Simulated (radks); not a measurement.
Coulomb parameter of the 4d shell of the silver ion Ag3+ in the model configuration [Kr] 4d7 5s1, as a second difference U = [E(n + 0.25) + E(n - 0.25) - 2 E(n)] / (0.25)^2 with all orbitals relaxed. "Bare": the charge of the atom changes with n. "Screened": the 5s shell takes up the change at fixed total charge, which measures U(4d,4d) + U(5s,5s) - 2 U(4d,5s). All-electron calculation, scalar-relativistic Kohn-Sham, LDA (Slater exchange, Perdew-Wang correlation), spin-unpolarised, spherical densities, finite nucleus; Fermi nuclear charge, rms radius 4.5454 fm. Program: a radial shooting solver on a logarithmic mesh with Libxc functionals.

| case | configuration | E - E(n) (eV) |
|---|---|---|
| start | [Kr] 4d7 5s1 | 0.000 |
| bare +0.25 | [Kr] 4d7.25 5s1 | -11.610 |
| bare -0.25 | [Kr] 4d6.75 5s1 | 12.601 |
| screened +0.25 | [Kr] 4d7.25 5s0.75 | -3.560 |
| screened -0.25 | [Kr] 4d6.75 5s1.25 | 3.717 |

U(bare) = 15.867 eV, U(screened by 5s) = 2.509 eV, against the Slater integral F0(4d,4d) = 20.207 eV with frozen orbitals.
